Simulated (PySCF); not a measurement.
Radial density of O⁻ (oxygen, charge -1)

r2SCAN0, [He] 2s2 2p5, 2P determinant. Calculation: PySCF 2.14, in aug-cc-pVTZ (5s4p3d2f, 46 functions); the non-relativistic Hamiltonian (point nucleus).

```
r (bohr)  4πr²ρ (e/bohr)  4πr²(ρα − ρβ)
 0.00366         0.04910         0.0000
 0.00615          0.1340         0.0000
  0.0103          0.3535         0.0001
  0.0174          0.8951         0.0002
  0.0293           2.094         0.0005
  0.0493           4.323         0.0018
  0.0828           7.205         0.0073
   0.139           8.492         0.0327
   0.234           5.913         0.1286
   0.394           3.187         0.3968
   0.663           4.351         0.7375
    1.12           4.337         0.6737
    1.88           1.832         0.2505
    3.16          0.3886         0.0199
    5.31         0.04278        -0.0068
    8.93       0.0005742        -0.0001
```

At r2SCAN0 the highest occupied level has a positive energy, so only the finite basis holds that electron; in a semilocal or global hybrid functional this comes from self-interaction and does not mean that the real anion is unbound.

Task: Where is the radial spin density 4πr²(ρα − ρβ) most negative, and why is it negative at all?

Result: Around r = 5.31 bohr, down to -0.0068 e/bohr: exchange with the open shell polarises the paired shells in an unrestricted calculation.
